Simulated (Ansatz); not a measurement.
Isolated molecules relaxed with PBE0-D4/def2-TZVP in Ansatz; ΔE leaves out vibrations. CCSD(T)/CBS adds triple-zeta CCSD(T) − MP2 to the extrapolated MP2 energy (def2 sets, frozen cores). Functionals use def2-TZVPP. B3LYP here is the variant with VWN-RPA as its local correlation; programs differ in this. HSE06 is defined as in plane-wave codes. For Ge outer-core shells are correlated without core-valence functions, which leaves a few kJ/mol of doubt a bond. Scalar relativity is left out up to krypton. Each species was taken in one conformer, which may not be the lowest.

Reaction (ligand exchange at a B–S bond): `CSSB(O)O` + `[OH][GeH3]` → `OB(O)[O][GeH3]` + `CSS`

`CSSB(O)O`:

Cartesian coordinates in Å:
```
C 2.018 0.247 -0.632
S 1.372 -0.195 0.993
S -0.227 1.077 1.187
B -1.577 0.027 0.489
O -1.368 -1.243 0.071
O -2.797 0.615 0.426
H 2.896 -0.384 -0.792
H 2.318 1.294 -0.649
H 1.282 0.051 -1.412
H -0.448 -1.506 0.235
H -3.469 0.019 0.083
```

`[OH][GeH3]`:

Z-matrix (Å, degrees):
```
Ge
O 1 1.783
H 1 1.531 2 104.3
H 1 1.541 2 109.9 3 119.6
H 1 1.541 2 109.9 3 -119.6
H 2 0.959 1 112.7 3 180.0
```

`OB(O)[O][GeH3]`:

```xyz
10

O    -0.505    0.534    1.452
B     0.418    0.829    0.483
O     1.255    1.897    0.666
O     0.491    0.064   -0.637
Ge   -0.571   -1.347   -0.944
H    -0.464    1.140    2.195
H     1.856    2.007   -0.074
H    -0.345   -2.389    0.159
H    -2.029   -0.872   -0.988
H    -0.106   -1.864   -2.311
```

`CSS`:

```xyz
7

C     0.860   -0.449    0.019
S    -0.617   -0.230    1.029
S    -1.997    0.432   -0.316
H     1.226    0.508   -0.353
H     0.665   -1.128   -0.809
H     1.612   -0.889    0.679
H    -1.749    1.756   -0.248
```

```tsv
level	ΔE (kJ/mol)	difference from CCSD(T)/CBS
LDA (SPW92)	-52.7	12.8
PBE-D4	-49.8	15.7
revPBE-D4	-46.7	18.8
BLYP-D4	-59.4	6.1
r2SCAN-D4	-61.8	3.7
B97M-V	-66.9	-1.4
PBE0-D4	-57.7	7.8
B3LYP-D4	-66.0	-0.5
r2SCANh-D4	-63.7	1.8
r2SCAN0-D4	-66.4	-0.9
CAM-B3LYP-D4	-72.1	-6.6
ωB97X-V	-66.4	-0.9
ωB97M-V	-67.0	-1.5
B2PLYP	-68.6	-3.1
PBE-QIDH	-63.7	1.8
PBE	-53.1	12.4
revPBE	-53.9	11.6
BLYP	-66.1	-0.6
r2SCAN	-62.7	2.8
B3LYP	-71.2	-5.7
r2SCANh	-64.6	0.9
r2SCAN0	-67.4	-1.9
HSE06	-60.4	5.1
BHLYP	-80.3	-14.8
CAM-B3LYP	-75.1	-9.6
LC-ωPBE	-65.3	0.2
RPA@PBE/def2-TZVPP	-69.4	-3.9
HF/def2-SVP	-98.7	-33.2
MP2/def2-SVP	-70.6	-5.1
CCSD(T)/def2-SVP	-75.5	-10.0
HF/def2-TZVPP	-95.9	-30.4
MP2/def2-TZVPP	-61.7	3.8
SCS-MP2/def2-TZVPP	-68.8	-3.3
CCSD/def2-TZVPP	-74.5	-9.0
CCSD(T)/def2-TZVPP	-68.2	-2.7
HF/def2-QZVPP	-96.9	-31.4
MP2/def2-QZVPP	-60.4	5.1
SCS-MP2/def2-QZVPP	-67.6	-2.1
HF/CBS(def2)	-97.0	-31.5
MP2/CBS(def2)	-58.9	6.6
CCSD(T)/CBS	-65.5	0
```

(1) What do rigid-rotor, harmonic-oscillator terms from PBE0-D4/def2-TZVP frequencies (298.15 K, 1 bar) make of the CCSD(T)/CBS value? (Best estimate.)

Largest T1 diagnostic among the species: 0.013.

Results:

(1) Computed: ΔZPE = -2.8 kJ/mol, ΔH = -69.0 kJ/mol, ΔS = 4 J/(mol·K), ΔG = -70.2 kJ/mol.

From r2SCAN to r2SCAN0 (25 % exact exchange), in def2-TZVPP and without D4, ΔE moves by −4.7 kJ/mol. In def2-TZVPP, CCSD(T) changes the Hartree–Fock value by +27.6 kJ/mol (the triples alone add +6.2 kJ/mol) and MP2 by +34.2 kJ/mol. The D4 term adds +5.2 kJ/mol with B3LYP and +2.8 kJ/mol with PBE0; it sums over pairs of atoms, weighted by their polarisabilities, and B3LYP, whose exchange is more repulsive, gets the larger term.
